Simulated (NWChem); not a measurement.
Molecule: C3H8N, doublet; SMILES C[C](C)N

```xyz
12

C     -0.6900    -0.0137     1.3038
C      0.0120     0.1561     0.0000
C     -0.6900    -0.0137    -1.3038
N      1.4123     0.0483     0.0000
H     -1.7325     0.3590     1.2524
H     -0.7477    -1.0855     1.6432
H     -0.1795     0.5418     2.1220
H     -1.7325     0.3590    -1.2524
H     -0.1795     0.5418    -2.1220
H     -0.7477    -1.0855    -1.6432
H      1.8209    -0.3703    -0.8420
H      1.8209    -0.3703     0.8420
```
Atoms are numbered in this order, from 1.

Program: NWChem. Spin-unrestricted. Coordinates come from a PBE-D3(BJ)/def2-SVP, spin-unrestricted optimisation. No stability test was run on the SCF state. Level TPSS/def2-SVP: energy and gradient; each run changes one setting, and changes count from the defaults (medium grid, exact Coulomb integrals, symmetry on).

Q: Which setting moves the energy most, and by about how much (coarse grid; symmetry off; tight SCF thresholds and tolerances; Coulomb fitting, Weigend set; defaults; Becke weights)?

A: Coulomb fitting, Weigend set, by about 300 μHa.
```json
[
 {"setting": "defaults", "size of the energy change (μHa)": "< 10", "largest change of a gradient component (μHa/bohr)": "< 30", "time, defaults = 1 (rough)": "about 1"},
 {"setting": "Becke weights", "size of the energy change (μHa)": "< 10", "largest change of a gradient component (μHa/bohr)": "60", "time, defaults = 1 (rough)": "about 1"},
 {"setting": "tight SCF thresholds and tolerances", "size of the energy change (μHa)": "< 10", "largest change of a gradient component (μHa/bohr)": "< 30", "time, defaults = 1 (rough)": "2"},
 {"setting": "symmetry off", "size of the energy change (μHa)": "< 10", "largest change of a gradient component (μHa/bohr)": "other frame", "time, defaults = 1 (rough)": "2"},
 {"setting": "coarse grid", "size of the energy change (μHa)": "100", "largest change of a gradient component (μHa/bohr)": "100", "time, defaults = 1 (rough)": "about 1"},
 {"setting": "Coulomb fitting, Weigend set", "size of the energy change (μHa)": "300", "largest change of a gradient component (μHa/bohr)": "80", "time, defaults = 1 (rough)": "about 1"}
]
```
